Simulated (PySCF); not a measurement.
Cl3Sb, charge -1, multiplicity 2. Atoms are numbered in the order given.

```xyz
4

Sb     0.0000     0.0000    -0.3040
Cl     0.0000     0.0000     2.1759
Cl     0.0000    -2.6231    -0.6320
Cl     0.0000     2.6231    -0.6320
```
Charge -1, spin multiplicity 2.

The structure is a stationary point at PBE-D3(BJ)/def2-SVPD. The def2 effective core potentials stand for the cores of Sb; spin–orbit coupling is left out.

Level of theory: r2SCAN/def2-TZVPD in PySCF.

Isolated molecule, no solvent.

### Question
Estimate the frontier levels, dipole moment and polarisability. (An estimate is asked for; the answer gives what the named calculation found.)

### Answer

- α spin, highest occupied and lowest empty level = -1.28 and 1.22 eV
- β spin, highest occupied and lowest empty level = -2.40 and 0.35 eV
- dipole moment about the centre of nuclear charge = 0.61 D
- mean static polarisability = 116.4 bohr³ (17.25 Å³)
- polarisability, principal values = 79.9, 109.5, 159.7 bohr³
- ⟨S²⟩ = 0.756 (pure state 0.75)
